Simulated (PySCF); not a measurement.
Harmonic spectrum computed at PBE0 in the def2-TZVP basis family (core potentials from Rb on, PySCF, no spin–orbit coupling):

| symmetry | ω (cm⁻¹) | IR (km/mol) |
| --- | --- | --- |
| a' | 91 | 7.7 |
| a' | 310 | 87.1 |
| a' | 453 | 94.3 |

Which molecule gave it? In each, all ligands are bound to the one heavy central atom.
A. LaSCl (singlet)
B. BiSCl (singlet)
C. YSCl (singlet)
D. ScSCl (singlet)

A. It has Cs symmetry with La–Cl 2.621 Å, La–S 2.417 Å.
